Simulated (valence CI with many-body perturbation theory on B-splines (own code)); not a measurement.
# Lu⁴⁸⁺: fill in the table

Level of theory: configuration interaction combined with many-body perturbation theory (CI+MBPT): five valence electrons over a frozen Dirac-Fock core [Ar], a basis of 7 s, 7 p, 8 d, 6 f, 4 g, 1 h functions for each j, with the one-electron correlation potential Σ1, the two-electron term Σ2, the three-electron term Σ3, Breit, model QED; selected CI, second order for the rest (own B-spline code, finite nucleus).

The last digits are not significant, and no measured levels were compared; by estimate large intervals hold to a few tenths of a per cent, small ones and those within an open d or f shell to about a per cent. Among the levels kept, up to 250 cm⁻¹ of a level comes from second order outside the variational space, and about a tenth of that is noise between levels of different J, which matters for small intervals. The list stops below the first excitations out of the core. Only levels of the ground parity were solved; by the run's estimate the other parity begins above the list, which can be wrong where configurations are misplaced.

| Level | E (cm⁻¹) |
| --- | --- |
| (3d3/2^4 3d5/2) J=5/2 | 0 |
| (3d3/2^3 3d5/2^2) J=5/2 [a] | ? |
| (3d3/2^3 3d5/2^2) J=7/2 [a] | 464400 |
| (3d3/2^3 3d5/2^2) J=11/2 | ? |
| (3d3/2^3 3d5/2^2) J=3/2 [a] | 477510 |
| (3d3/2^3 3d5/2^2) J=9/2 | 515990 |
| (3d3/2^3 3d5/2^2) J=5/2 [b] | 542820 |
| (3d3/2^3 3d5/2^2) J=1/2 | 566970 |
| (3d3/2^3 3d5/2^2) J=7/2 [b] | ? |
| (3d3/2^3 3d5/2^2) J=3/2 [b] | 701770 |
| (3d3/2^2 3d5/2^3) J=5/2 [a] | 831050 |
| (3d3/2^2 3d5/2^3) J=7/2 [a] | 895820 |
| (3d3/2^2 3d5/2^3) J=11/2 | ? |
| (3d3/2^2 3d5/2^3) J=9/2 [a] | 915560 |
| (3d3/2^2 3d5/2^3) J=13/2 | 939230 |
| (3d3/2^2 3d5/2^3) J=1/2 [a] | 949770 |
| (3d3/2^2 3d5/2^3) J=3/2 [a] | ? |
| (3d3/2^2 3d5/2^3) J=5/2 [b] | ? |
| (3d3/2^2 3d5/2^3) J=9/2 [b] | 1009800 |
| (3d3/2^2 3d5/2^3) J=7/2 [b] | 1028500 |

Levels are named by their leading jj configuration (3d3/2^4 stands for four electrons in 3d with j = 3/2), which in mixed levels can hold well under half, so a name can repeat and another be missing. Letters in brackets count levels of one name in rising energy.

(1) The levels stand in rising order. What does the calculation give for the missing energies?

Results:

(1) (3d3/2^3 3d5/2^2) J=5/2 [a] 373550; (3d3/2^3 3d5/2^2) J=11/2 475100; (3d3/2^3 3d5/2^2) J=7/2 [b] 578710; (3d3/2^2 3d5/2^3) J=11/2 900070; (3d3/2^2 3d5/2^3) J=3/2 [a] 959450; (3d3/2^2 3d5/2^3) J=5/2 [b] 969240.
